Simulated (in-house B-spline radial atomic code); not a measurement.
The silicon ion Si⁺ is squeezed into an impenetrable sphere of radius R (the orbitals vanish at R). Level of theory: non-relativistic PBE, spin-polarised, spherical fractional occupations, point nucleus; calculated with an all-electron radial atomic-structure program (B-spline basis).

Energies in eV above the free ion in [Ne] 3s2 3p1:

```csv
R (bohr),highest level (eV),[Ne] 3s2 3p1,[Ne] 3s1 3p2,[Ne] 3s2 3d1,-dE/dV in [Ne] 3s2 3p1 (GPa)
7.23,-12.1,0.02317,5.147,8.818,0.0622
6.7,-12,0.05486,5.185,9.028,0.17
5.22,-11.3,0.5947,5.824,10.56,3.01
4.5,-10.2,1.887,7.303,12.77,12.9
3.36,-3.68,11.9,18.2,24.98,148
3.22,-1.99,14.97,21.48,28.35,205
2.7,8.34,35.92,43.41,49.91,731
2.11,37.2,104.6,113.3,115.4,3890
1.63,102,283.9,290.4,278.5,20900
1.32,203,607.8,603.4,569.3,79900
```

Task: Does [Ne] 3s1 3p2 fall below [Ne] 3s2 3p1 under compression?

Result: Yes, between R = 1.63 and 1.32 bohr the order changes (near 1.44 bohr by linear interpolation).

Task: Does [Ne] 3s2 3d1 fall below [Ne] 3s2 3p1 under compression?

Result: Yes, between R = 2.11 and 1.63 bohr the order changes (near 1.79 bohr by linear interpolation).

The highest level is first positive in the row R = 2.7 bohr, pushed up by confinement above the zero of the free ion's potential. Each configuration is held fixed and needn't be the lowest in the sphere.
